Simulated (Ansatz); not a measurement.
Species: Si2H3, net charge 0, doublet state. It need not be the lowest isomer of its formula. 
Coordinates optimised at B3LYP-D3(BJ)/def2-TZVP (Ansatz, a program for electronic structure):
```
Si
H 1 1.4867
H 1 1.4882 2 107.07
Si 1 2.2898 2 123.22 3 -169.59
H 4 1.5229 1 88.46 2 -175.19
```
Charge 0, spin multiplicity 2.

Total electronic energies in hartree. Cores are frozen in the correlated levels unless marked. UHF or UKS for open shells. No spin-orbit coupling. Non-relativistic. Basis-set limits of correlation are two-point, X^-3; Hartree-Fock from the larger set.

The UHF reference is spin-contaminated (<S^2> 0.19 over the pure value in the largest basis). The T1 diagnostic of CCSD in the largest basis is 0.049, which is high, so the coupled-cluster rows are less sure than usual.

```
level                                        program  energy (Eh)
------------------------------------  --------------  -----------
HF/aug-cc-pV(D+d)Z                            Ansatz   -579.52849
HF/cc-pV(D+d)Z                                Ansatz   -579.52586
HF/cc-pwCVTZ                                  Ansatz   -579.54738
BLYP-D4/def2-TZVPD                    Ansatz + dftd4   -580.70652
B3LYP-D4/def2-TZVPD                   Ansatz + dftd4   -580.75253
r2SCANh/def2-TZVPD                            Ansatz   -580.64007
wB97X/def2-TZVPD                              Ansatz   -580.68201
B2GP-PLYP-D4/def2-TZVPD               Ansatz + dftd4   -580.36463
PBE-QIDH/def2-TZVPD                           Ansatz   -580.26946
MP2/6-31G*                                    Ansatz   -579.61631
MP2/def2-TZVPPD                               Ansatz   -579.74371
RI-MP2/CBS(cc-pV(T+d)Z,cc-pV(Q+d)Z)           Ansatz    -579.7839
CCSD/STO-3G                                   Ansatz   -572.91120
CCSD(T)/6-31G*                                Ansatz   -579.66334
CCSD(T)/CBS(cc-pV(T+d)Z,cc-pV(Q+d)Z)          Ansatz    -579.8371
```

Totals of different functionals don't rank their quality; only differences between species are comparable.
